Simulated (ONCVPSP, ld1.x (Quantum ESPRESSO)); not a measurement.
## Potentials for N (Z = 7) compared

Generated with ld1.x 7.5 (TM, RRKJ, ultrasoft, PAW), atompaw 4.2 or ONCVPSP 4.0.1. The cutoff is in Ry: for ld1.x and atompaw files where the sum of valence levels is converged to 10 mRy in a Bessel basis, for ONCV files where the hardest occupied wave has 1 mHa per electron of residual kinetic energy. The error is the largest all-electron minus pseudo excitation energy over each file’s own four to seven test configurations (ionisations up to +4, promotions, holes and added fractions of an electron), all of which were solved. The labels leave out finer settings (local radius, basis sizes, second energies), which also bear on the numbers. Spin-polarised tests are not counted. The rows are a selection from randomly drawn settings: files with unsolved tests, undetermined cutoffs or missed reference levels are left out.

| potential | cutoff (Ry) | largest error (meV) | bound ghosts |
| --- | --- | --- | --- |
| TM semilocal, LDA (PZ), scalar-relativistic, rc 0.95/2.40 (sp), local s, core correction yes, reference 2s2 2p3 | 50 | +4830 | none |
| TM, BLYP, non-relativistic, rc 0.65/1.50/1.40 (spd), local p, core correction yes, reference 2s2 2p3 | 160 | +533 | none |
| ONCV, PBE, scalar-relativistic, rc 0.70/2.40/2.20 (spd), local s, core correction yes, reference 2s2 2p3, qcut 8/7/4.7, projectors 0/2/2 | 82 | +2601 | none |
| TM, PBEsol, scalar-relativistic, rc 1.00/1.45 (sp), local s, core correction no, reference 2s1 2p4 | 55 | +1241 | none |

Problem. Fill in the row for N: ultrasoft, PBE, scalar-relativistic, rc 1.00/1.40/1.10 (spd), local smoothed, core correction yes, reference 2s1.75 2p3.25.

Solution. cutoff 35 Ry, largest error +406 meV, bound ghosts: none.

Problem. Fill in the row for N: TM, LDA (PZ), scalar-relativistic, rc 1.00/1.60 (sp), local smoothed, core correction yes, reference 2s2 2p3.

Solution. cutoff 50 Ry, largest error +1274 meV, bound ghosts: none.

Problem. Fill in the row for N: TM, PBE, scalar-relativistic, rc 0.85/1.80/1.45 (spd), local s, core correction yes, reference 2s2 2p1.5.

Solution. cutoff 55 Ry, largest error +1029 meV, bound ghosts: none.
